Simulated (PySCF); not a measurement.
# Dipole response of Ca(2+) (calcium, charge +2)

[Ar], closed-shell 1S. Calculation: PySCF 2.14, in x2c-QZVPPall with one added diffuse shell each of s, p, d, f type (12s8p5d4f, 89 functions); the spin-free X2C one-electron Hamiltonian (Gaussian nucleus). Coupled (time-dependent) response in atomic units; α is the mean over directions.

```csv
method,mean α (bohr³),C₆ (like pair),S(−4)
UHF,3.226,10.47,1.896
PBE,3.299,10.78,2.023
PBE0,3.266,10.64,1.966
M06-2X,3.255,10.46,1.999
BLYP,3.314,10.83,2.053
```

S(−4) is the Cauchy moment in α(ω) = α(0) + S(−4) ω² + …

α(iu) at UHF:

```json
{"u (hartree)": "0", "α(iu) (bohr³)": "3.226"}
{"u (hartree)": "0.0500", "α(iu) (bohr³)": "3.221"}
{"u (hartree)": "0.100", "α(iu) (bohr³)": "3.207"}
{"u (hartree)": "0.200", "α(iu) (bohr³)": "3.152"}
{"u (hartree)": "0.300", "α(iu) (bohr³)": "3.064"}
{"u (hartree)": "0.500", "α(iu) (bohr³)": "2.815"}
{"u (hartree)": "0.750", "α(iu) (bohr³)": "2.434"}
{"u (hartree)": "1.00", "α(iu) (bohr³)": "2.052"}
{"u (hartree)": "1.50", "α(iu) (bohr³)": "1.428"}
{"u (hartree)": "2.00", "α(iu) (bohr³)": "1.011"}
{"u (hartree)": "3.00", "α(iu) (bohr³)": "0.5626"}
{"u (hartree)": "5.00", "α(iu) (bohr³)": "0.2422"}
```

A single London oscillator, α(iu) = α/(1 + u²/ω²), gives C₆ = (3/4) ω α². Matching the computed C₆ needs ω = 4 × 10.47 / (3 × 3.226²) = 1.34 hartree.

For an ion, C₆ is the dispersion term alone; charge-induced terms of lower order in 1/R come first.
